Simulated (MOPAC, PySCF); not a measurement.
H$_{3}$F$_{3}$GeSi, SMILES `F[Si](F)(F)[GeH3]`, neutral singlet in the gas phase. 

Cartesian coordinates (Å):
SMILES: F[Si](F)(F)[GeH3]
```xyz
8

F      1.7236    -1.1468    -0.9893
Si     1.1519     0.0235    -0.0580
F      1.8233    -0.1535     1.3847
F      1.6881     1.4072    -0.6593
Ge    -1.2185    -0.0248     0.0615
H     -1.6660    -1.3736     0.6624
H     -1.7991     0.1339    -1.3593
H     -1.7033     1.1342     0.9573
```
Charge 0, spin multiplicity 1.

All levels are single points at this geometry (PBE-D3(BJ)/def2-TZVP); Pople sets use spherical d functions. Orbital energies aren't observables, and empty levels follow the basis.

HF/STO-3G in PySCF gives dipole (D) = 1.44.

**Question.** Estimate the dipole (D) from each of these levels: PBE-D3(BJ)/def2-TZVP in PySCF; B3LYP/6-311+G** (LANL2DZ on Ge) in PySCF; B3LYP/6-31G* in PySCF; B3LYP/LANL2DZ in PySCF; PBE/6-31G* in PySCF; SVWN5/6-31G* in PySCF; PM6 in MOPAC; PM7 in MOPAC.

**Answer.** 
```json
[
 {"level": "PBE-D3(BJ)/def2-TZVP in PySCF", "dipole (D)": "2.01"},
 {"level": "B3LYP/6-311+G** (LANL2DZ on Ge) in PySCF", "dipole (D)": "2.54"},
 {"level": "B3LYP/6-31G* in PySCF", "dipole (D)": "2.04"},
 {"level": "B3LYP/LANL2DZ in PySCF", "dipole (D)": "3.41"},
 {"level": "PBE/6-31G* in PySCF", "dipole (D)": "1.87"},
 {"level": "SVWN5/6-31G* in PySCF", "dipole (D)": "1.99"},
 {"level": "PM6 in MOPAC", "dipole (D)": "1.94"},
 {"level": "PM7 in MOPAC", "dipole (D)": "3.36"}
]
```
